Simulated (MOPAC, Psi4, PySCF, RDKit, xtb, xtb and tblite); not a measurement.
Two geometries of SMILES OC[SiH2]c1cccs1 (C₅H₈OSSi), relaxed at GFN2-xTB with one dihedral held; other torsions can differ between them too.

Structure A

```
16

O      2.2251     0.9083     0.3805
C      2.3675    -0.2740    -0.3941
Si     4.1711    -0.6715    -0.8792
C      5.1797    -0.7855     0.6930
C      4.8142    -0.5209     1.9826
C      5.8492    -0.7204     2.9191
C      7.0016    -1.1375     2.3342
S      6.8422    -1.2925     0.6314
H      2.9209     1.5305     0.1484
H      1.7568    -0.1807    -1.3028
H      1.9218    -1.0749     0.1990
H      4.2066    -1.9274    -1.6309
H      4.6800     0.4448    -1.6949
H      3.8261    -0.1882     2.2474
H      5.7401    -0.5610     3.9772
H      7.9411    -1.3659     2.7975
```

Structure B

```
16

O      2.2768     0.8426     0.4368
C      2.3548    -0.3037    -0.4156
Si     3.0896    -1.7636     0.5791
C      1.9975    -2.0544     2.0675
C      1.0436    -1.2448     2.6132
C      0.4236    -1.7881     3.7574
C      0.9130    -3.0137     4.0777
S      2.1400    -3.5228     2.9884
H      2.9743     1.4578     0.2019
H      2.9401    -0.0843    -1.3095
H      1.3353    -0.5166    -0.7479
H      3.1346    -2.9598    -0.2696
H      4.4429    -1.3889     1.0137
H      0.8065    -0.2814     2.1990
H     -0.3501    -1.2904     4.3149
H      0.6299    -3.6556     4.8886
```

**Question.** Which is lower in energy at the level PBE0-D3(BJ)/def2-SVP // GFN2-xTB (Psi4 1.11), and by how much?

**Answer.** A is lower, by 2.38 kJ/mol (dihedral H9–O1–C2–Si3: 30° in A, 105° in B).

E(B) − E(A) in kJ/mol at the other levels, on the same two geometries: GFN2-xTB (xtb and tblite) 2.88; MMFF94 // GFN2-xTB (RDKit) 7.70; PBE0/def2-SVP // GFN2-xTB (Psi4) 1.90; PBE/def2-SVP // GFN2-xTB (Psi4) 2.76; PBE-D3(BJ)/def2-SVP // GFN2-xTB (Psi4) 3.32; UFF // GFN2-xTB (RDKit) -2.61; PM7, restricted, heats of formation // GFN2-xTB (MOPAC) -8.80; AM1, restricted, heats of formation // GFN2-xTB (MOPAC) -2.34; GFN1-xTB // GFN2-xTB (xtb) -2.61; restricted B3LYP/6-31G*, spherical d, density fitting // GFN2-xTB (PySCF) 0.60; restricted B3LYP/3-21G, density fitting // GFN2-xTB (PySCF) -5.69; restricted Hartree-Fock/STO-3G // GFN2-xTB (PySCF) -0.93; restricted MP2 (frozen core)/3-21G // GFN2-xTB (PySCF) -7.67.
